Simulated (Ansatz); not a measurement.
Isomers of Li$_{3}$Cl$_{3}$⁺ (doublet), relaxed with PBE0-D4/def2-SVP; total energies from Ansatz at CCSD(T)/def2-TZVP.

| isomer | description | energy (Eh) |
| --- | --- | --- |
| A | point group C2v; 6 × Cl–Li 2.14 to 2.38 Å | -1401.68858 |
| B | point group C2v; 6 × Cl–Li 2.09 to 2.40 Å | -1401.69136 |
| C | point group Cs; 6 × Cl–Li 2.18 to 2.36 Å | -1401.67978 |

Correlated methods freeze 15 core orbitals; core or outer-core shells of Li are correlated, in sets that lack core-valence functions.

The isomers come from a short search, and lower ones may exist.

**Question.** Work out the relative energies (1 Eh = 2625.5 kJ/mol) and the Boltzmann populations at 800 K from electronic energies alone (R = 8.314 J/mol/K).

**Answer.** ΔE: A 7.3, B 0.0, C 30.4 kJ/mol. RT = 6.65 kJ/mol. Factors exp(−ΔE/RT): A 0.334, B 1, C 0.0103; sum 1.344. Populations: A 24.8 %, B 74.4 %, C 0.8 %. Zero-point energy, vibrational entropy and symmetry numbers are left out and can shift these; an error of 4 kJ/mol changes a ratio by a factor of 1.8. Over the other density-functional and correlated levels in def2 sets, the gap between B and A ranges from 1 to 6 kJ/mol.
